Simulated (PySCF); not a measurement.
Compound: C5H4FN.
Geometry (PBE0-D3(BJ)/def2-SVP, Å), atoms numbered from 1 in this order:
```
atom  x, y, z in Å
N1     2.919   -0.594    0.105
C2     1.856   -0.228   -0.166
C3     0.515    0.227   -0.500
C4    -0.651   -0.813   -0.339
C5    -1.269    0.146    0.656
C6    -0.252    1.002    0.539
F7     0.054    2.156    1.078
H8     0.532    0.707   -1.493
H9    -0.319   -1.778    0.073
H10   -1.214   -0.984   -1.269
H11   -2.197    0.131    1.227
```

Level of theory: core-valence-separated Tamm–Dancoff BHandHLYP/aug-pcX-1 (pcseg-1 on H) in PySCF, non-relativistic, gas phase, PBE0-D3(BJ)/def2-SVP geometry. BHandHLYP without relativity tends to put these K edges a few eV too low, so spacings mean more than positions.

The lowest roots of each edge with f over 0.003 (five at most, numbered afresh; weaker and dark ones are left out), with transition dipoles (au) in the frame of the coordinates:

```
root  edge  E (eV)       μx       μy       μz
   1     C  283.20  -0.0430   0.0425  -0.0686
   2     C  283.97  -0.0197  -0.0830  -0.0371
   3     C  284.06  -0.0314  -0.0305   0.0851
   4     C  285.15  -0.0483   0.0473  -0.0746
   5     C  286.31   0.0390   0.0172  -0.0325
   6     N  397.20   0.0148   0.0695   0.0373
   7     N  397.36   0.0280   0.0308  -0.0688
   8     F  686.45   0.0126  -0.0133   0.0190
   9     F  686.89   0.0077   0.0262   0.0140
  10     F  688.22   0.0044   0.0323   0.0139
  11     F  688.60  -0.0114  -0.0013   0.0101
  12     F  688.92  -0.0124  -0.0042  -0.0062
```

Q: What are the oscillator strengths?

A: f = (2/3) ΔE |μ|², with ΔE in hartree (27.2114 eV):

| root | ΔE (Eh) | \|μ\|² (au) | f | core hole on |
| --- | --- | --- | --- | --- |
| 1 | 10.4076 | 0.008361 | 0.058 | C5 |
| 2 | 10.4358 | 0.008654 | 0.060 | C2 |
| 3 | 10.4388 | 0.009158 | 0.064 | C2 |
| 4 | 10.4793 | 0.010135 | 0.071 | C6 |
| 5 | 10.5219 | 0.002873 | 0.020 | C4 |
| 6 | 14.5969 | 0.006441 | 0.063 | N1 |
| 7 | 14.6026 | 0.006466 | 0.063 | N1 |
| 8 | 25.2266 | 0.000697 | 0.012 | F7 |
| 9 | 25.2427 | 0.000942 | 0.016 | F7 |
| 10 | 25.2915 | 0.001256 | 0.021 | F7 |
| 11 | 25.3054 | 0.000234 | 0.004 | F7 |
| 12 | 25.3173 | 0.000210 | 0.004 | F7 |

Q: Molecules are fixed in this frame and the field points along (0, 1, 1)/√2. What effective strengths 3 f cos²θ do the roots have (θ between field and μ)?

A: root 1 (C5): 0.007, root 2 (C2): 0.150, root 3 (C2): 0.031, root 4 (C6): 0.008, root 5 (C4): 0.002, root 6 (N1): 0.167, root 7 (N1): 0.021, root 8 (F7): 0.001, root 9 (F7): 0.041, root 10 (F7): 0.054, root 11 (F7): 0.002, root 12 (F7): 0.003. Root 6 is the strongest. Averaged over all orientations cos²θ is 1/3, which gives f back.

Rough CPU time on one thread of a shared machine: about 40 s.
